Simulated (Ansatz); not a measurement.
Isolated molecules relaxed with PBE0-D4/def2-TZVP in Ansatz; ΔE leaves out vibrations. CCSD(T)/CBS adds triple-zeta CCSD(T) − MP2 to the extrapolated MP2 energy (def2 sets, frozen cores). This one scheme is used for every species. DFT in def2-TZVPP. B3LYP here is the variant with VWN-RPA as its local correlation; programs differ in this. One conformer a species, not always the lowest.

Reaction (ligand exchange at the Si–C bond): `NC(=O)[SiH2]F` + `C=C[SiH2]O` → `C=C[SiH2]O[SiH2]F` + `NC=O`

`NC(=O)[SiH2]F`:

Z-matrix (Å, degrees):
```
Si
F 1 1.608
C 1 1.902 2 110.1
H 1 1.478 2 108.7 3 -119.0
H 1 1.478 2 108.7 3 119.0
O 3 1.219 1 115.4 2 -180.0
N 3 1.349 1 120.7 2 0.0
H 7 1.009 3 119.5 1 -180.0
H 7 1.005 3 121.1 1 -0.0
```

`C=C[SiH2]O`:

```xyz
10

C     1.337    0.935    0.168
C     0.423    0.530   -0.710
Si   -0.863   -0.748   -0.308
O    -0.822   -1.160    1.288
H     1.380    0.522    1.172
H     2.083    1.687   -0.074
H     0.431    0.974   -1.705
H    -2.202   -0.215   -0.691
H    -0.614   -2.006   -1.055
H    -1.155   -0.518    1.916
```

`C=C[SiH2]O[SiH2]F`:

Cartesian coordinates in Å:
```
C 1.339 1.880 -0.278
C 0.062 1.865 -0.647
Si -1.069 0.440 -0.314
O -0.211 -0.726 0.463
Si 0.045 -2.301 0.711
F -1.091 -2.886 1.665
H 1.991 2.725 -0.478
H 1.787 1.041 0.247
H -0.339 2.734 -1.168
H -2.210 0.856 0.541
H -1.612 -0.113 -1.586
H -0.029 -3.050 -0.563
H 1.338 -2.465 1.406
```

`NC=O`:

Cartesian coordinates in Å:
```
N -0.458 0.080 0.513
C 0.440 -0.077 -0.485
O 1.622 -0.253 -0.329
H -0.142 0.052 1.468
H -1.431 0.224 0.319
H -0.031 -0.026 -1.486
```

| level | ΔE (eV) |
| --- | --- |
| BLYP-D4 | -1.38 |
| r2SCAN-D4 | -1.44 |
| r2SCAN | -1.43 |
| B3LYP | -1.46 |
| r2SCANh | -1.46 |
| RPA@PBE/def2-TZVPP | -1.46 |
| MP2/CBS(def2) | -1.51 |
| CCSD/CBS(def2) | -1.53 |

(1) What does CCSD(T)/CBS give? (Best estimate.)

Largest T1 diagnostic among the species: 0.016.

Results:

(1) The calculation gave: -1.48 eV. The listed levels differ from it by 0.10, 0.04, 0.05, 0.02, 0.02, 0.02, -0.03, -0.05 eV.

Leaving LDA and LC-ωPBE aside and taking each functional with its dispersion term where it has one, the values, not all of them listed here, spread over 0.35 eV, from BHLYP-D4 to revPBE-D4. From BLYP to BHLYP (50 % exact exchange), in def2-TZVPP and without D4, ΔE moves by −0.22 eV.
